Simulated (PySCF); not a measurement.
Si(OSiH3)2(NHSiH3)(Me) (CH13NO2Si4), SMILES C[Si](N[SiH3])(O[SiH3])O[SiH3].

The structure is a stationary point at B3LYP-D3(BJ)/def2-SVP. Other conformers were not sampled.

Two levels are set side by side: PBE/def2-SVP (PySCF) and M06-2X/def2-SVP (PySCF). Same geometry, gas phase. Differences are taken from unrounded values.

```csv
quantity,M06-2X
orbital gap (eV),9.95
highest occupied level (eV),-8.86
lowest empty level (eV),1.08
dipole moment (D),0.56
mean polarisability (bohr³),109.0
```

Q: What does PBE give, and how far is it from M06-2X? (The exact figures need the calculation; the answer reports its results.)

A: 
```json
[
 {"quantity": "orbital gap (eV)", "PBE": "5.57", "PBE minus M06-2X": "-4.38"},
 {"quantity": "highest occupied level (eV)", "PBE": "-6.11", "PBE minus M06-2X": "2.75"},
 {"quantity": "lowest empty level (eV)", "PBE": "-0.54", "PBE minus M06-2X": "-1.62"},
 {"quantity": "dipole moment (D)", "PBE": "0.59", "PBE minus M06-2X": "0.02"},
 {"quantity": "mean polarisability (bohr³)", "PBE": "115.1", "PBE minus M06-2X": "6.1"}
]
```

Without exact exchange PBE keeps part of each electron's self-repulsion, which lifts occupied levels and narrows the gap. PBE's more diffuse valence density responds more strongly to a field. Differences between two approximate levels are no errors against the true value.

Rough cost on one machine, each run with all the roots and properties that it gave: M06-2X against PBE about 3 times.
